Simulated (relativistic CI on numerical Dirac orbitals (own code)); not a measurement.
One change at a time: Bi⁵⁹⁺

Base calculation: Dirac-Coulomb-Breit CI, orbitals from a KLI potential per configuration, model QED (radiative potential, 1s self-energy scaled to tabulated hydrogen-like ionisation energies), unscaled Slater integrals.

Configurations in the expansion (outside the closed core [Ne]): 3s²3p⁶3d⁶, 3s²3p⁵3d⁷, 3s²3p⁴3d⁸, 3s3p⁶3d⁷, 3p⁶3d⁸, 3s3p⁵3d⁸, 3s²3p⁶3d⁵4s, 3s²3p⁶3d⁵4p, 3s²3p⁴3d⁷4s, 3s²3p⁶3d⁵4d, 3s²3p⁴3d⁷4p, 3s²3p⁵3d⁶4s, 3s²3p⁶3d⁵4f, 3s²3p⁴3d⁷4d, 3s3p⁵3d⁷4s, 3s²3p⁵3d⁶4p, 3s²3p⁵3d⁶4d, 3s²3p⁶3d⁴4s², 3s3p⁶3d⁶4s, 3p⁶3d⁷4s, 3p⁶3d⁷4p, 3s²3p⁶3d⁵5s, 3p⁶3d⁷4d, 3s3p⁶3d⁵4s². Levels of other configurations are missing.

Variants: (1) configuration mixing switched off; (2) only the first 3 configurations. Shifts of the energy above 3s²3p⁶3d⁶ ³F4, in eV, for the lowest level and the first level of each name with at least 55 % of one term (blank where a level changes its place among those of its configuration and J or its character, or is not in the variant):

| Level | Base | Δ(1) | Δ(2) |
| --- | --- | --- | --- |
| 3s²3p⁶3d⁶ ³F4 | 0.000 | 0.000 | 0.000 |
| 3s²3p⁶3d⁶ ³P0 | 32.028 | +1.890 | +0.161 |
| 3s²3p⁶3d⁶ ⁵D3 | 113.343 | -0.430 | -0.048 |
| 3s²3p⁶3d⁶ ³H6 | 123.152 | -1.319 | -0.223 |
| 3s²3p⁶3d⁶ ³G5 | 123.367 | -0.922 | -0.142 |
| 3s²3p⁶3d⁶ ³P1 | 151.683 | +0.830 | +0.217 |
| 3s²3p⁶3d⁶ ³F3 | 152.939 | +0.614 | +0.134 |
| 3s²3p⁶3d⁶ ⁵D2 | 232.527 | -0.304 | +0.044 |
| 3s²3p⁶3d⁶ ⁵D0 | 235.682 | -0.139 | -0.153 |
| 3s²3p⁶3d⁶ ³H5 | 244.094 | -1.116 | -0.191 |
| 3s²3p⁶3d⁶ ¹I6 | 247.600 | -1.491 | -0.286 |
| 3s²3p⁶3d⁶ ¹D2 | 298.736 | +1.266 | +0.165 |
| 3s²3p⁶3d⁶ ¹S0 | 320.244 | +2.315 | +0.196 |
| 3s²3p⁵3d⁷ ⁵G°6 | 490.711 | -1.607 | -0.097 |

At this charge energies of transitions that change n are usually good to better than 1 %, and those within a shell (Δn = 0) to a few per cent.

Ionisation energy from the two ground configurations alone: base 6208.13 eV. The NIST ASD value (theoretical) is 6208 eV.

LS names give the leading component of a level, which can be under half, so a name can repeat, a term be missing and a line seem to break the LS rules.
